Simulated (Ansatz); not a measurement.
The cluster Pb₅⁺, relaxed as a doublet with UKS r2SCAN-D4/def2-SVP in Ansatz, starting from the GFN1-xTB geometry. Force threshold 0.02 eV/Å.

In the def2 sets Pb takes a core potential; there is no spin–orbit coupling. The relaxation made no stability test and no search for a lower SCF solution. The structure comes from a short search, and lower isomers may exist.

Start:

```xyz
5

Pb   -2.3935   -2.6460    0.3368
Pb    1.6366    1.7487   -0.2246
Pb    1.8895   -0.2300    1.9635
Pb   -0.6343    1.6456   -2.1236
Pb   -0.4982   -0.5182    0.0480
```

| step | energy (eV) | largest force component (eV/Å) | SCF passes |
| --- | --- | --- | --- |
| 1 | -26251.5159 | 0.484 | 46 |
| 2 | -26251.5328 | 0.243 | 35 |
| 3 | -26251.5444 | 0.069 | 30 |
| 4 | -26251.5452 | 0.051 | 32 |
| 5 | -26251.5461 | 0.011 | 31 |
| 6 | -26251.5468 | 0.024 | 37 |
| 7 | -26251.5479 | 0.038 | 36 |
| 8 | -26251.5500 | 0.057 | 38 |
| 9 | -26251.5544 | 0.080 | 39 |
| 10 | -26251.5654 | 0.130 | 39 |
| 11 | -26251.5969 | 0.223 | 47 |
| 12 | -26251.6660 | 0.240 | 46 |
| 13 | -26251.7876 | 0.267 | 50 |
| 14 | -26251.8851 | 0.267 | 43 |
| 15 | -26251.9716 | 0.231 | 41 |
| 16 | -26252.0200 | 0.142 | 36 |
| 17 | -26252.0436 | 0.161 | 41 |
| 18 | -26252.0611 | 0.123 | 40 |
| 19 | -26252.0811 | 0.170 | 42 |
| 20 | -26252.1155 | 0.208 | 42 |
| 21 | -26252.1480 | 0.115 | 34 |
| 22 (rejected) | -26252.1336 | 0.213 | 40 |
| 23 (rejected) | -26252.1472 | 0.207 | 33 |
| 24 | -26252.1551 | 0.053 | 37 |
| 25 | -26252.1567 | 0.006 | 30 |

Force components are those of the run's own axes.

End:

Cartesian coordinates in Å:
```
Pb -1.240 -2.408 1.278
Pb 2.239 0.904 -0.665
Pb 0.453 0.048 1.598
Pb -0.608 2.225 -1.009
Pb -0.844 -0.768 -1.202
```

Bonds formed: Pb1–Pb3 (atoms count from 1). The end is the same structure that another start reached, the lowest one found.

The force fell under the threshold at step 5, but the optimiser went on and released 0.611 eV more. No frequencies were taken in this run, so the end may be a saddle point.

Hardware: 4 threads of Arm Neoverse V1 on a shared host. Wall time 3.2 min.
